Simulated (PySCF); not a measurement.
How methods differ on the ionisation energy of Kr²⁷⁺

Kr²⁷⁺ [He] 2s2 2p5 [2p1/2^2 2p3/2^3, M_J = 3/2] → Kr²⁸⁺ [He] 2s2 2p4 [2p1/2^2 2p3/2^2, M_J = 2], as a difference of total energies. Calculation: PySCF 2.14, in an uncontracted even-tempered set (17 s from 9 bohr⁻², ratio 2.4; 12 p from 12 bohr⁻², ratio 2.4; 5 d from 47 bohr⁻², ratio 2.6; 4 f from 70 bohr⁻², ratio 2.6); the two-component X2C-1e Hamiltonian. Correlated levels: nothing frozen; the 32 highest virtual spinors dropped. "Screened" scales the spin-orbit matrix elements by Boettger's factors to mimic the two-electron term; Breit and QED terms are absent.

```
                    method  ionisation energy (eV)
           GHF (spin-free)                  3083.5
          GMP2 (spin-free)                  3085.1
 GHF (screened spin-orbit)                  3069.3
GMP2 (screened spin-orbit)                  3070.8
```

For this ion Breit and QED terms and the two-electron picture change, all absent here, outweigh the correlation shift from GHF to GMP2.

The spin-free rows relax to the high-spin LS determinant and lack the spin-orbit shift.

The labels give the starting determinants; with spin-orbit coupling the two ends relaxed to ⟨J²⟩ = 3.75, ⟨L²⟩ = 2.00, ⟨S²⟩ = 0.75 and ⟨J²⟩ = 6.00, ⟨L²⟩ = 2.86, ⟨S²⟩ = 1.57.

For comparison: 3072 ± 5 eV (semi-empirical (NIST evaluation); NIST Atomic Spectra Database, ionization energies).
